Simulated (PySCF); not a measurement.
**Spinor energies of Cr³⁺ (chromium, charge +3)**

Start: [Ar] 3d2 4s1; 3d5/2 filled at m_j = +3/2, +5/2; 4s1/2 filled at m_j = +1/2. Calculated with PySCF 2.14 in x2c-TZVPall-2c with one added diffuse shell each of s, p, d type (7s8p5d1f, 63 functions): generalised Hartree-Fock with the X2C-1e Hamiltonian and a Gaussian nucleus; one run each with spin-orbit coupling (SO) switched off, then screened by Boettger's factors. This is a chosen level, not necessarily the ground level.

```
spinor shell  electrons  ε, spin-free (eV)  ε, screened SO (eV)  weight of nominal j (screened SO)  rms radius, screened SO (bohr)
       1s1/2          2            -6093.3              -6093.2                              1.000                          0.0734
       2s1/2          2            -776.59              -776.59                              1.000                           0.316
       2p1/2          2            -657.54              -663.24                              0.994                           0.285
       2p3/2          4            -657.54              -654.77                              0.997                           0.288
       3s1/2          2            -140.65              -140.66                              1.000                           0.938
       3p1/2          2            -104.27              -102.93                              0.700                           0.996
       3d5/2          2            -58.465              -58.434                              0.895                            1.13
       4s1/2          1            -34.898              -34.900                              1.000                            2.73
```

Where does 3p3/2 lie, and what is the 3p spin-orbit splitting (screened SO)?

At -104.95 eV, -2.022 eV above 3p1/2.

```json
{"quantity": "E (hartree)", "spin-free": "-1047.28285", "screened SO": "-1047.29221"}
{"quantity": "M_J", "spin-free": "9/2", "screened SO": "9/2"}
{"quantity": "⟨J²⟩", "spin-free": "24.754", "screened SO": "24.754"}
{"quantity": "⟨L²⟩", "spin-free": "12.004", "screened SO": "12.006"}
{"quantity": "⟨S²⟩", "spin-free": "3.750", "screened SO": "3.750"}
```

Each row is a mean over spinors that exchange with the open shell spreads, by up to 10.047 eV (3p3/2).

Rows whose weight is well below 1 are mixtures of j = l ± 1/2: exchange outweighs spin-orbit coupling there, and the label is only the starting occupation.

Without spin-orbit coupling the j labels of p, d and f shells carry no meaning; the spin-free column gives the mean over the occupied spinors of each nl shell.
